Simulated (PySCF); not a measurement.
**Interval between two levels of Ga³⁺ by level of theory**

Ga³⁺ [Ar] 3d10 → Ga³⁺ [Ar] 3d9 4s1 [3D3, M_J = 3], as a difference of total energies. Calculation: PySCF 2.14, in x2c-SVPall-2c with one added diffuse shell each of s, p, d type (6s7p4d, 47 functions); the two-component X2C-1e Hamiltonian. Correlated levels: [Ne] frozen. "Screened" scales the spin-orbit matrix elements by Boettger's factors to mimic the two-electron term; Breit and QED terms are absent.

```tsv
method	interval between two levels (cm⁻¹)
GHF (spin-free)	143820
GMP2 (spin-free)	159230
GHF (screened spin-orbit)	142310
GMP2 (screened spin-orbit)	157730
```

The labels give the starting determinants; with spin-orbit coupling the two ends relaxed to ⟨J²⟩ = 0.00, ⟨L²⟩ = 0.00, ⟨S²⟩ = 0.00 and ⟨J²⟩ = 12.00, ⟨L²⟩ = 6.00, ⟨S²⟩ = 2.00.
